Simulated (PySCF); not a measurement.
Compound: Zr(SMe)2(OMe)2, C₄H₁₂O₂S₂Zr (singlet state).
Cartesian coordinates in Å at the PBE0-D3(BJ)/def2-SVP level; atoms count from 1:
```xyz
21
C4H12O2S2Zr angstrom
Zr    -0.0132    0.7223    0.0852
S      0.7608    0.6798    2.4075
C      1.6100   -0.9437    2.3978
H      0.9480   -1.7515    2.0554
H      1.9115   -1.1666    3.4302
H      2.5045   -0.9057    1.7624
S      1.9177    0.1932   -1.3395
C      1.7446   -1.6125   -1.5937
H      0.7166   -1.9563   -1.4178
H      2.4250   -2.1491   -0.9185
H      2.0214   -1.8422   -2.6309
O     -0.6143    2.5050   -0.2107
C     -1.0865    3.7708   -0.5255
H     -1.1729    4.3845    0.3864
H     -2.0788    3.7138   -1.0013
H     -0.3996    4.2774   -1.2231
O     -1.2841   -0.6838   -0.1906
C     -2.3078   -1.6060   -0.3218
H     -2.4809   -2.1377    0.6294
H     -2.0577   -2.3582   -1.0898
H     -3.2511   -1.1173   -0.6206
```

Computed with TDDFT PBE0/def2-SVPD, vertical, gas phase, core orbitals frozen in the response, def2 core potentials past Kr in PySCF. Spin–orbit coupling is left out. Note that the optimisation stopped short of convergence; the values belong to its last geometry.

Ground-to-excited transition dipoles (e·a0, same axes as the geometry; the sign carries no meaning), for the states with f of 0.002 or more among the lowest 7:

```csv
state,E (eV),μx,μy,μz
S1,4.143,-0.166,-0.042,0.306
S2,4.388,-0.023,-0.149,-0.272
S3,4.676,-0.033,0.077,0.463
S4,4.893,-0.171,-0.060,0.041
S5,4.925,0.177,-0.074,-0.506
S6,5.008,-0.182,0.028,0.036
S7,5.212,0.080,0.139,0.022
```

(1) Work out the oscillator strengths.

(2) What angle do the transition dipoles of S3 and S5 make?

(3) How is the summed strength of these states shared among x, y and z?

(4) What peak molar absorption coefficient would the strongest computed level give as a lone Gaussian band 0.5 eV wide at half height?

Answers

(1) f = (2/3) ΔE |μ|² with ΔE in hartree (27.2114 eV).

| state | \|μ\|² (au) | \|μ\| (D) | f |
| --- | --- | --- | --- |
| S1 | 0.123 | 0.89 | 0.012 |
| S2 | 0.096 | 0.79 | 0.010 |
| S3 | 0.221 | 1.20 | 0.025 |
| S4 | 0.035 | 0.47 | 0.004 |
| S5 | 0.293 | 1.38 | 0.035 |
| S6 | 0.035 | 0.48 | 0.004 |
| S7 | 0.026 | 0.41 | 0.003 |

(2) |cos θ| = |μa·μb| / (|μa| |μb|) = 0.97, so θ ≈ 15° (taken between 0 and 90°, since the signs are arbitrary).

(3) (2/3) Σ ΔE μα² gives 0.015 for x, 0.007 for y and 0.073 for z, 0.095 in all.

(4) ε(max) = 2.175×10⁸ f / FWHM, with the width in cm⁻¹. S5: 2.175×10⁸ × 0.0353 / 4033 ≈ 1900 L mol⁻¹ cm⁻¹.
